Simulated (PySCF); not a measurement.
Si(H)(Me)2(SeH) (C2H8SeSi), SMILES [SeH][SiH](C)C. Atoms are numbered in the order given.

```xyz
12

Si     0.9279     0.4164     0.0000
C      1.7481    -0.2649    -1.5450
C      1.7481    -0.2649     1.5450
Se    -1.3335    -0.0185     0.0000
H      0.9711     1.9106     0.0000
H      1.6677    -1.3636    -1.5811
H      1.2781     0.1392    -2.4546
H      2.8199    -0.0042    -1.5631
H      1.2781     0.1392     2.4546
H      1.6677    -1.3636     1.5811
H      2.8199    -0.0042     1.5631
H     -1.1297    -1.4772     0.0000
```
Charge 0, spin multiplicity 1.

The structure is a stationary point at r2SCAN-D4/def2-SVP. One conformer was computed; it need not be the lowest.

Two levels are set side by side: PBE/pcSseg-1 (PySCF) and PBE0/pcSseg-1 (PySCF). GIAO shifts against Me2Se (⁷⁷Se), TMS (²⁹Si), TMS (¹H), TMS (¹³C) at the same level; non-relativistic, no solvent, atoms listed together averaged. Differences are taken from unrounded values.

| quantity | PBE0 | PBE | PBE minus PBE0 |
|---|---|---|---|
| δ(²⁹Si) of Si1 (ppm) | 3.6 | 4.9 | 1.3 |
| δ(¹³C) of C2, C3 (ppm) | 6.2 | 6.9 | 0.7 |
| δ(⁷⁷Se) of Se4 (ppm) | -392.0 | -431.6 | -39.6 |
| δ(¹H) of H5 (ppm) | 5.15 | 5.28 | 0.13 |
| δ(¹H) of H12 (ppm) | 0.29 | 0.10 | -0.19 |

Rough cost on one machine, each run with all the roots and properties that it gave: PBE0 against PBE within a factor of 2.
